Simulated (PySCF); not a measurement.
# Working with the constants of SrF⁺

RHF-CCSD(T) constants of SrF⁺, ¹Σ⁺ (singlet), closed shell (Sr def2-SVPD with ECP28, F def2-SVPD; scalar-relativistic core potentials (PySCF 2.14); masses 87.9056 and 18.9984 u):

- ωe: 580.4 cm⁻¹
- ωexe: 2.09 cm⁻¹
- Be: 0.25311 cm⁻¹
- αe: 0.00133 cm⁻¹
- D (centrifugal): 1.93e-07 cm⁻¹
- De to Sr⁺ + F: 5.61 eV

(1) Give the vibrational terms G(v) and spacings up to v = 6.

(2) How well does the Morse estimate ωe²/(4ωexe) reproduce De, and what is D0?

Correlated steps freeze 1 core orbital. Correlated levels converge slowly with the basis: in double zeta they bind strong bonds too weakly, by up to about 1 eV, and carry superposition errors of some tenths. For an ion De counts to the pair picked by the measured ionisation energies or electron affinities, which need not be the lowest pair at this level. Where the molecule has an RHF reference, its open-shell atoms are computed with UHF.

## Answers

(1) G(v) = ωe(v+½) − ωexe(v+½)².

```json
{"v": "0", "G(v) (cm⁻¹)": "289.7", "G(v) − G(v−1)": "", "Bv (cm⁻¹)": "0.2524"}
{"v": "1", "G(v) (cm⁻¹)": "865.9", "G(v) − G(v−1)": "576.2", "Bv (cm⁻¹)": "0.2511"}
{"v": "2", "G(v) (cm⁻¹)": "1437.9", "G(v) − G(v−1)": "572.0", "Bv (cm⁻¹)": "0.2498"}
{"v": "3", "G(v) (cm⁻¹)": "2005.8", "G(v) − G(v−1)": "567.9", "Bv (cm⁻¹)": "0.2485"}
{"v": "4", "G(v) (cm⁻¹)": "2569.5", "G(v) − G(v−1)": "563.7", "Bv (cm⁻¹)": "0.2471"}
{"v": "5", "G(v) (cm⁻¹)": "3129.0", "G(v) − G(v−1)": "559.5", "Bv (cm⁻¹)": "0.2458"}
{"v": "6", "G(v) (cm⁻¹)": "3684.3", "G(v) − G(v−1)": "555.3", "Bv (cm⁻¹)": "0.2445"}
```

(2) It gives 5.00 eV, 89 % of the computed De. D0 = De − G(0) = 5.61 − 0.04 = 5.57 eV.
